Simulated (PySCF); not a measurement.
Trend along the alkali metals: MSn molecules

CCSD(T) with double-zeta basis sets in PySCF, for the lowest determinant that a PBE0 search found; no spin–orbit coupling. De refers to high-spin ground-configuration atoms.

```
 M     basis  reference, frozen orbitals  state (unpaired electrons)  Re (Å)  ωe (cm⁻¹)  De (eV)
Li  def2-SVP                      UHF, 4         quartet (σ ↑, π ↑↑)   2.611        368     1.37
 K  def2-SVP                      UHF, 9         quartet (σ ↑, π ↑↑)   3.338        134     1.23
Cs  def2-SVP                      UHF, 4         quartet (σ ↑, π ↑↑)   3.644       89.5     1.25
```

Task: The row for M = Na is missing. Estimate Re, ωe and De as the mean of the rows for Li and K, and compare with the calculation.

Result: The means are 2.974 Å, 251 cm⁻¹ and 1.30 eV. UHF-CCSD(T) in def2-SVP gives NaSn as a quartet (σ ↑, π ↑↑) with Re = 2.950 Å, ωe = 186 cm⁻¹, De = 1.15 eV, so the estimate is off by +2.5 pm, +35 % and +0.15 eV.

Correlated steps freeze the inner cores (4 to 9 orbitals); shallow outer-core shells are correlated. Correlated levels converge slowly with the basis: in double zeta they bind strong bonds too weakly, by up to about 1 eV, and carry superposition errors of some tenths. These are scalar-relativistic numbers at best; spin–orbit coupling would shift them, the dissociation energy most. States were picked by a PBE0 search and need not be the measured ground states.
